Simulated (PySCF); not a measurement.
# Ti (titanium, neutral) across methods

[Ar] 3d3 4s1, high-spin 5F determinant (an excited configuration). All numbers are calculated (PySCF 2.14, no relativity, point nucleus, in def2-TZVPPD (6s6p4d2f1g, 67 functions)).

```
 method  E (hartree)  mean ε 3p β (eV)  mean ε 4s α (eV)  mean ε 3d α (eV)  Σ⟨r²⟩ (bohr²)   ⟨S²⟩
  B3LYP     -849.360           -35.453            -4.332            -3.572          41.89  6.000
   PBE0     -849.146           -35.902            -4.459            -3.870          41.85  6.001
r2SCAN0     -849.301           -36.286            -4.585            -4.058          41.45  6.001
    LDA     -847.290           -33.728            -4.159            -2.687          42.08  6.000
    UHF   -848.37575           -41.767            -5.578            -7.511          42.44  6.002
 r2SCAN     -849.318           -34.226            -4.136            -2.848          41.74  6.001
    PBE     -849.115           -33.649            -3.993            -2.644          42.34  6.000
 PBEsol     -848.159           -33.608            -4.024            -2.612          42.14  6.000
```

(1) Estimate the same row for BHandHLYP.

## Answers

(1) E (hartree) = -849.324; mean ε 3p β (eV) = -37.971; mean ε 4s α (eV) = -4.730; mean ε 3d α (eV) = -4.998; Σ⟨r²⟩ (bohr²) = 41.63; ⟨S²⟩ = 6.001.
